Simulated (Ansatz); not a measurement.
The cluster Si₄, relaxed as a quintet with UKS r2SCAN-D4/def2-TZVP in Ansatz, starting from the r2SCAN-D4/def2-TZVP geometry of the neutral singlet. Force threshold 0.02 eV/Å.

At r2SCAN-D4/def2-TZVP a singlet of charge 0 lies 2.45 eV below the quintet, each at its own geometry. The structure comes from a short search, and lower isomers may exist.

Start:

```xyz
4

Si   -1.662    1.008   -0.383
Si    1.660   -1.011    0.381
Si   -0.537   -0.533    0.925
Si    0.538    0.536   -0.922
```

(1) Estimate the energy that the relaxation releases and the steps that it takes.

(2) Does the start keep its bonding and symmetry?

(3) Predict the relaxed structure.

## Answers

(1) 38.2 kJ/mol, in 8 steps; 54 s on 2 threads of Arm Neoverse V1 on a shared host. No frequencies were taken in this run, so the end may be a saddle point.

(2) By distances, no bond broke or formed. The bond that changes most is Si3–Si4, from 2.39 to 2.49 Å (atoms count from 1). Point group D2h at the start, C2v at the end, both within 0.05 Å.

(3) 
```xyz
4

Si   -1.639    0.756   -0.516
Si    1.478   -1.139    0.201
Si   -0.481   -0.366    1.121
Si    0.641    0.750   -0.806
```
Bond lengths: 5 × Si–Si 2.30 to 2.49 Å.
